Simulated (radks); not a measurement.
Species: Br23+. Configuration: [Ne] 3s2. All-electron calculation, scalar-relativistic Kohn-Sham, RPBE, spin-unpolarised, spherical densities, finite nucleus; Fermi nuclear charge, rms radius 4.1629 fm. Program: a radial shooting solver on a logarithmic mesh with Libxc functionals.

Radial electron density D(r) = 4 pi r^2 rho(r):

```
   r/bohr * D(r) (the largest magnitude, 48.5, reaches the edge; | marks zero)
 0.002797 |  *
 0.003104 |   *
 0.003472 |    *
 0.003883 |     *
 0.004343 |      *
 0.004819 |       *
  0.00539 |         *
 0.006029 |          *
 0.006744 |             *
 0.007483 |               *
  0.00837 |                 *
 0.009362 |                    *
  0.01047 |                       *
  0.01162 |                           *
    0.013 |                              *
  0.01454 |                                  *
  0.01626 |                                     *
  0.01819 |                                        *
  0.02018 |                                           *
  0.02257 |                                              *
  0.02525 |                                               *
  0.02824 |                                                *
  0.03133 |                                                *
  0.03505 |                                               *
   0.0392 |                                             *
  0.04384 |                                           *
  0.04865 |                                         *
  0.05441 |                                      *
  0.06086 |                                     *
  0.06808 |                                     *
  0.07554 |                                       *
  0.08449 |                                         *
   0.0945 |                                             *
   0.1057 |                                                 *
   0.1173 |                                                    *
   0.1312 |                                                      *
   0.1467 |                                                     *
   0.1641 |                                                 *
   0.1836 |                                          *
   0.2037 |                                   *
   0.2278 |                          *
   0.2548 |                   *
    0.285 |             *
   0.3163 |          *
   0.3538 |        *
   0.3957 |       *
   0.4426 |      *
   0.4911 |     *
   0.5493 |    *
   0.6144 |  *
   0.6872 | *
   0.7625 |*
   0.8529 *
    0.954 *
    1.067 *
    1.184 *
    1.324 *
    1.481 *
```

D(r) has 2 maxima, at r = 0.0294, 0.133 bohr, and minima at 0.0644 bohr, inside which lie 2.11 electrons.
